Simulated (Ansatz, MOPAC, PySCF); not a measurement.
Isomers of C2H4Cl2: 1 is C(CCl)Cl, 2 is C(C)(Cl)Cl; one conformer of each (the lowest of an xTB search), B3LYP-D3(BJ)/def2-TZVP minima.
Isomer 1 (charge 0, multiplicity 1):
| atom | x (Å) | y (Å) | z (Å) |
|---|---|---|---|
| Cl | -1.8053 | 0.9198 | 0.7834 |
| C | -0.7151 | -0.2282 | -0.0823 |
| C | 0.7151 | 0.2282 | 0.0823 |
| Cl | 1.8053 | -0.9198 | -0.7834 |
| H | -0.8734 | -1.2117 | 0.3507 |
| H | -1.0158 | -0.2334 | -1.1260 |
| H | 0.8734 | 1.2117 | -0.3507 |
| H | 1.0158 | 0.2333 | 1.1260 |
Isomer 2 (charge 0, multiplicity 1):
| atom | x (Å) | y (Å) | z (Å) |
|---|---|---|---|
| C | -0.8209 | -0.1219 | -0.0501 |
| C | 0.6583 | 0.0718 | 0.1723 |
| Cl | 1.1520 | 1.7518 | -0.2299 |
| Cl | 1.6111 | -1.1067 | -0.7929 |
| H | -1.0733 | 0.0436 | -1.0962 |
| H | -1.1018 | -1.1384 | 0.2267 |
| H | -1.3785 | 0.5839 | 0.5660 |
| H | 0.9531 | -0.0841 | 1.2040 |

No zero-point or thermal terms.

Cores are frozen in the correlated methods. CBS: X⁻³ extrapolation of the correlation energy, Hartree–Fock from the larger set. Rows in 6-31G* carry no dispersion term and start afresh at each structure (6-31G* with six Cartesian d functions). The state that AM1, PM3 reach isn't checked.

Run with Ansatz (an electronic-structure program); MOPAC for AM1, PM3 (differences of heats of formation); PySCF for 6-31G* rows, the dispersion terms. Each number belongs to the level named beside it.

| level | electronic energy of isomer 2 less that of isomer 1 (kcal/mol) |
|---|---|
| AM1 | 2.21 |
| PM3 | -1.21 |
| HF/cc-pV(T+d)Z | 3.05 |
| r2SCAN-D3(BJ)/def2-TZVPP | -0.05 |
| B3LYP/6-31G* | 1.59 |
| B3LYP/def2-TZVPP | 1.05 |
| B2PLYP-D4/def2-TZVPP | 0.54 |
| CCSD/cc-pV(Q+d)Z | 1.08 |
| CCSD(T)/CBS(cc-pV(T+d)Z, cc-pV(Q+d)Z) | ? |

Complete the blanks.


- CCSD(T)/CBS(cc-pV(T+d)Z, cc-pV(Q+d)Z), electronic energy of isomer 2 less that of isomer 1 (kcal/mol): 0.60
